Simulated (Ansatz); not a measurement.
Q: Name a neutral molecule of F, Ga, O, S, Si and H with size of the dipole moment (PBE/def2-TZVPP) between 1.30 and 1.60 D and HOMO–LUMO gap (PBE/def2-TZVPP) between 4.20 and 4.50 eV (Ansatz, PBE0-D4/def2-TZVP geometry).

A: `[OH][Ga]([SH])[SiH2]F` (1.41 D, 4.31 eV). Other molecules can fit too; these were computed, each in one conformer that needn't be the lowest.
